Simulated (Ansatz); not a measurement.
Consider the redistribution: `[NH2][Ga]([SH])[Cl]` + `OC[SiH2][SiH3]` → `[SH][GaH][Cl]` + `N[SiH2][SiH2]CO`.

Gas-phase electronic energies from Ansatz, PBE0-D4/def2-TZVP geometries. CCSD(T)/CBS is the MP2 limit (def2-TZVPP, def2-QZVPP) plus CCSD(T) − MP2 in def2-TZVPP, frozen cores. For Ga outer-core shells are correlated without core-valence functions, which leaves a few kJ/mol of doubt a bond. Scalar relativity is left out up to krypton. Each species was taken in one conformer, which may not be the lowest.

```csv
species,SCS-MP2/def2-TZVPP energy (Eh)
`[NH2][Ga]([SH])[Cl]`,-2837.43413
`OC[SiH2][SiH3]`,-695.98845
`[SH][GaH][Cl]`,-2782.13831
`N[SiH2][SiH2]CO`,-751.28091
```

Question: Work out ΔE.

Answer: ΔE = (-2782.13831) + (-751.28091) − (-2837.43413) − (-695.98845) = 0.00336 Eh = +2.1 kcal/mol. CCSD(T)/CBS gives +1.8 kcal/mol.

Largest T1 diagnostic among the species: 0.012.

In def2-TZVPP, CCSD(T) changes the Hartree–Fock value by +1.8 kcal/mol (the triples alone add +0.2 kcal/mol) and MP2 by +2.0 kcal/mol.
